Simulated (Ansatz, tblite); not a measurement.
Cost and result up the ladder for Hg₃⁻ (3 atoms). Charge -1, multiplicity 2. Geometry: r2SCAN/def2-TZVPD.

```xyz
3

Hg    0.6769   -1.2183    1.1066
Hg   -1.5438   -0.3109   -0.8287
Hg    0.8669    1.5292   -0.2779
```

Ansatz on 4 threads of Arm Neoverse V2 on a shared host; xTB runs through tblite on one thread. Times are rough, summed over both states, and most runs start from the orbitals of an earlier one. PBE0/def2-TZVPD serves as the yardstick here, not as an exact answer. The other state is a singlet.

In the def2 sets Hg takes a core potential; there is no spin–orbit coupling. The xTB rows come from tblite. The structure comes from a short search, and lower isomers may exist.

Raw xTB energies of ions are shifted by several eV, and xTB has no spin-polarisation term.

```tsv
level	functions	vertical IE (eV)	difference from PBE0/def2-TZVPD (eV)	remarks
GFN1-xTB	12	4.80	4.49	–
PBE/def2-TZVPD	138	0.34	0.04	HOMO above zero (-1 doublet)
PBE0/def2-TZVPD	138	0.31	0.00	HOMO above zero (-1 doublet)
GFN2-xTB	12	3.67	3.36	–
r2SCAN/def2-TZVPD (with forces)	138	0.36	0.05	HOMO above zero (-1 doublet)
```

(1) Estimate how long each takes.

## Answers

(1) GFN1-xTB 0.002 s; GFN2-xTB 0.002 s; PBE/def2-TZVPD 3.2 s; PBE0/def2-TZVPD 4.5 s; r2SCAN/def2-TZVPD (with forces) 8.9 s. On shared hardware such times vary by a factor of up to 3.
